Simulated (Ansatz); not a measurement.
Program: Ansatz. Geometries: PBE0-D4/def2-TZVP. ΔE: electronic, gas phase. CCSD(T)/CBS adds triple-zeta CCSD(T) − MP2 to the extrapolated MP2 energy (def2 sets, frozen cores). This one scheme is used for every species. DFT in def2-TZVPP. B3LYP here is the variant with VWN-RPA as its local correlation; programs differ in this. Each species was taken in one conformer, which may not be the lowest.

Consider the substitution at a C–Si bond: `N[SiH2]C[SiH2]Cl` + H–F → `N[SiH2]CF` + `[SiH3]Cl`.

```json
{"level": "PBE-D4", "ΔE (eV)": "1.25"}
{"level": "B3LYP-D4", "ΔE (eV)": "1.19"}
{"level": "ωB97X-V", "ΔE (eV)": "1.19"}
{"level": "ωB97M-V", "ΔE (eV)": "1.27"}
{"level": "PBE", "ΔE (eV)": "1.15"}
{"level": "MP2/def2-TZVPP", "ΔE (eV)": "1.48"}
{"level": "SCS-MP2/def2-QZVPP", "ΔE (eV)": "1.35"}
{"level": "CCSD/CBS(def2)", "ΔE (eV)": "1.35"}
```

Question: What does CCSD(T)/CBS give? (Best estimate.)

Answer: Ansatz gave: +1.38 eV. The listed levels differ from it by -0.13, -0.19, -0.19, -0.11, -0.23, 0.10, -0.03, -0.03 eV.

Largest T1 diagnostic among the species: 0.011.

The D4 term adds +0.15 eV with B3LYP and +0.09 eV with PBE0; it sums over pairs of atoms, weighted by their polarisabilities, and B3LYP, whose exchange is more repulsive, gets the larger term. From PBE to PBE0 (25 % exact exchange), in def2-TZVPP and without D4, ΔE moves by +0.08 eV.
